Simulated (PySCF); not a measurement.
# Cr- (chromium, charge -1) across methods

[Ar] 3d5 4s2, high-spin 6S determinant. Calculation: PySCF 2.14, in def2-QZVPPD; no relativity, point nucleus. The B2PLYP total includes its PT2 part (frozen core); its orbital energies are those of the SCF part.

```csv
method,E (hartree),mean ε 3d α (eV),mean ε 4s α (eV),mean ε 4s β (eV),Σ⟨r²⟩ (bohr²),⟨S²⟩
CAM-B3LYP,-1044.515,-1.143,-0.506,0.221,69.43,8.774
wB97X-V,-1044.313,-2.183,-1.181,-0.438,69.97,8.769
B2PLYP,-1044.195,-1.558,-0.057,0.733,71.83,8.787
PBE0,-1044.257,-0.026,0.140,1.012,70.82,8.798
r2SCAN,-1044.445,1.244,0.320,1.362,71.39,8.887
LDA,-1042.230,1.470,0.504,1.390,68.98,8.795
HSE06,-1044.276,0.393,0.457,1.354,70.64,8.798
UHF,-1043.33572,-5.077,-0.947,0.429,77.11,8.863
PBE,-1044.236,1.590,0.626,1.473,69.95,8.793
```

The highest occupied level is positive at CAM-B3LYP, B2PLYP, PBE0, r2SCAN, LDA, HSE06, UHF, PBE: only the finite basis holds that electron, at UHF too, so the state is unbound at these levels.
